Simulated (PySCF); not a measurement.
InFI2, SMILES [F][In]([I])[I].

The structure is a stationary point at PBE0-D3(BJ)/def2-SVP. The structure was generated by enumeration; whether it is a known compound was not checked. The def2 effective core potentials stand for the cores of I, In; spin–orbit coupling is left out.

Calculation: PySCF with PBE0/def2-TZVP.

Symmetry labels are those of the subgroup C2v that the program uses (full group C2v).

Computed valence orbital energies around the gap with their symmetry:
```json
[
 {"orbital": "HOMO−7", "symmetry": "B2", "energy (eV)": "-10.88"},
 {"orbital": "HOMO−6", "symmetry": "B1", "energy (eV)": "-10.81"},
 {"orbital": "HOMO−5", "symmetry": "A1", "energy (eV)": "-10.57"},
 {"orbital": "HOMO−4", "symmetry": "B2", "energy (eV)": "-9.31"},
 {"orbital": "HOMO−3", "symmetry": "B1", "energy (eV)": "-8.54"},
 {"orbital": "HOMO−2", "symmetry": "A1", "energy (eV)": "-8.33"},
 {"orbital": "HOMO−1", "symmetry": "A2", "energy (eV)": "-8.25"},
 {"orbital": "HOMO", "symmetry": "B2", "energy (eV)": "-8.14"},
 {"orbital": "LUMO", "symmetry": "A1", "energy (eV)": "-3.17"},
 {"orbital": "LUMO+1", "symmetry": "B1", "energy (eV)": "-1.93"},
 {"orbital": "LUMO+2", "symmetry": "A1", "energy (eV)": "0.20"},
 {"orbital": "LUMO+3", "symmetry": "B2", "energy (eV)": "0.61"}
]
```
